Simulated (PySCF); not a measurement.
Give a PBE0-D3(BJ)/def2-SVP geometry of `[BH3-]P(C(C)(C)C)(=[Se])C(C)(C)C`. (Charge -1.)

```
atom  x, y, z in Å
B1    -0.701    2.341   -1.053
P2    -0.374    0.423   -1.227
Se3   -0.391   -0.424   -3.230
C4    -1.719   -0.481   -0.211
C5    -1.397   -1.959   -0.022
C6    -1.949    0.208    1.136
C7    -3.008   -0.363   -1.030
C8     1.361    0.049   -0.497
C9     2.290    1.022   -1.233
C10    1.832   -1.374   -0.785
C11    1.428    0.336    1.002
H12   -1.903    2.510   -1.244
H13   -0.377    2.674    0.093
H14   -0.021    2.898   -1.906
H15   -2.281   -2.487    0.382
H16   -1.127   -2.415   -0.988
H17   -0.570   -2.116    0.687
H18   -2.143    1.281    0.998
H19   -2.826   -0.246    1.632
H20   -1.094    0.104    1.818
H21   -3.272    0.690   -1.203
H22   -3.834   -0.848   -0.478
H23   -2.888   -0.847   -2.011
H24    2.023    2.068   -1.023
H25    3.333    0.847   -0.911
H26    2.222    0.865   -2.320
H27    2.911   -1.457   -0.559
H28    1.306   -2.121   -0.176
H29    1.664   -1.618   -1.846
H30    0.892   -0.424    1.590
H31    1.011    1.326    1.241
H32    2.482    0.319    1.332
```

Any rigid rotation of these coordinates is as good. Atoms count from 1 in this order. P2 (phosphorus bonded to B, 2 C and Se) is distorted tetrahedral (angles from 106.4° to 117.6°). B1 (four-coordinate boron) is tetrahedral (angles from 106.6° to 112.2°). Of the pairs four or more bonds apart, H17···H28 is among the closest relative to their van der Waals radii: 2.06 Å, 86 % of the sum of Bondi's values.

Bonds between heavy atoms (Å): B1–P2 1.954, P2=Se3 2.175, P2–C4 1.913, C4–C5 1.525, C4–C6 1.530, C4–C7 1.532, P2–C8 1.919, C8–C9 1.533, C8–C10 1.526, C8–C11 1.527.

Computed with PBE0-D3(BJ)/def2-SVP geometry optimisation, gas phase in PySCF.

Point group: C1 (no symmetry element, even within 0.4 Å). PBE0-D3(BJ)/def2-SVP frequencies: not computed here.

Time: 8.4 min of wall time; peak memory 1.8 GiB. Hardware: an Arm Neoverse V2 with one thread, shared host with 32 logical CPUs at a one-minute load of 8.7. This is the geometry optimisation.
